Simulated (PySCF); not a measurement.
The free ion Rh+ in its d8 configuration. Only this configuration is treated; at so low a charge one with s electrons may lie lower or mix in.

Method (PySCF 2.14, density fitting): CASSCF(8,5) with orbitals averaged over all microstates of the shell, strongly contracted NEVPT2 on the averaged canonical orbitals; basis x2c-TZVPall; spin-free X2C; gas phase; spin-orbit coupling by state interaction with the mean-field operator over all roots.

**Question.** What is the ground state?

**Answer.** 3F (S = 1, orbital degeneracy 7), by NEVPT2.

**Question.** Where do the spin-allowed transitions within the shell lie?

**Answer.** By NEVPT2: 3P at 10420 cm⁻¹ (960 nm).

**Question.** Which is the lowest state of another spin?

**Answer.** 1D at 9282 cm⁻¹ by NEVPT2; CASSCF alone puts it at 10894 cm⁻¹ above the same ground state.

**Question.** What magnetic behaviour follows?

**Answer.** The lowest spin-orbit level is 9-fold with J = 4; the next lies at 2363.3 cm⁻¹. μeff is 5.60 μB at 300 K and 5.59 μB at 10 K; the free-ion value g_J√(J(J+1)) for the Hund's-rule level J = 4 is 5.59 μB.

The job took 2.7 s on one thread of Intel Xeon Platinum 8559C (shared host), with 63 basis functions, launched as `OMP_NUM_THREADS=1 python lf_run.py task.json out`.
